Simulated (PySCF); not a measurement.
# BrZrN, singlet: structure and spectrum

These are results of PBE0 in PySCF with Zr def2-TZVP with ECP28, N def2-TZVP, Br def2-TZVP; scalar-relativistic core potentials, no spin–orbit coupling; density-fitted integrals, not measurements.

The structure is a minimum.

```xyz
3
charge 0 multiplicity 1, angstrom
Zr   -0.8199    0.0000   -0.6802
N    -2.2258    0.0000    0.2515
Br    1.3272    0.0000    0.7288
```

```
Point group                                                                   : Cs
Bond lengths                                                                  : Zr–Br 2.568 Å, Zr–N 1.687 Å
Bond angles                                                                   : Br–Zr–N 113.2°
Principal quadrupole moments (Buckingham, traceless) about the centre of mass : -22.56, 8.06, 14.50 D Å
Rotational constants                                                          : 0.6397, 0.05157, 0.04772 cm⁻¹
Highest occupied level                                                        : -6.50 eV
Lowest empty level                                                            : -2.88 eV
Principal polarisabilities                                                    : 42.7, 53.7, 85.1 bohr³
Rotational symmetry number                                                    : 1
Atomisation energy without zero-point energy                                  : 978 kJ/mol
Heat capacity Cp at 298.15 K                                                  : 49.7 J/(mol K)
Dipole moment                                                                 : 6.95 D
Zero-point energy                                                             : 8.9 kJ/mol
Entropy at 298.15 K and 1 bar                                                 : 302.2 J/(mol K)
Enthalpy at 298.15 K above 0 K                                                : 12.86 kJ/mol
```

Harmonic modes (masses in u: Zr 89.905, N 14.003, Br 78.918):
```json
{"symmetry": "a'", "ω (cm⁻¹)": "157", "IR (km/mol)": "13.2", "μ (u)": "18.32"}
{"symmetry": "a'", "ω (cm⁻¹)": "268", "IR (km/mol)": "63.6", "μ (u)": "63.73"}
{"symmetry": "a'", "ω (cm⁻¹)": "1063", "IR (km/mol)": "167", "μ (u)": "15.77"}
```

Charges (e):
```json
{"atom": "Zr1", "Mulliken": "1.02", "Löwdin": "0.38", "polar tensor": "1.55", "Mayer order to Zr1": "–"}
{"atom": "N2", "Mulliken": "-0.55", "Löwdin": "-0.36", "polar tensor": "-0.92", "Mayer order to Zr1": "2.94"}
{"atom": "Br3", "Mulliken": "-0.47", "Löwdin": "-0.02", "polar tensor": "-0.63", "Mayer order to Zr1": "0.91"}
```

Mulliken populations on Zr1 (electrons outside its core potential): s 2.13, p 6.18, d 2.62, f 0.06.

Outer orbital energies (eV). occupied: -20.27, -17.40, -8.97, -8.20, -8.15, -7.39, -7.10, -6.50; empty: -2.88, -2.06, -2.00, -0.69.

Formally Zr is in oxidation state +4, d0. The polar-tensor charge on Zr, 1.55, is far below the formal one.

Only a few start shapes were tried, so a lower isomer may exist.

The final relaxation and frequency run took roughly 5 core-minutes on a shared host.
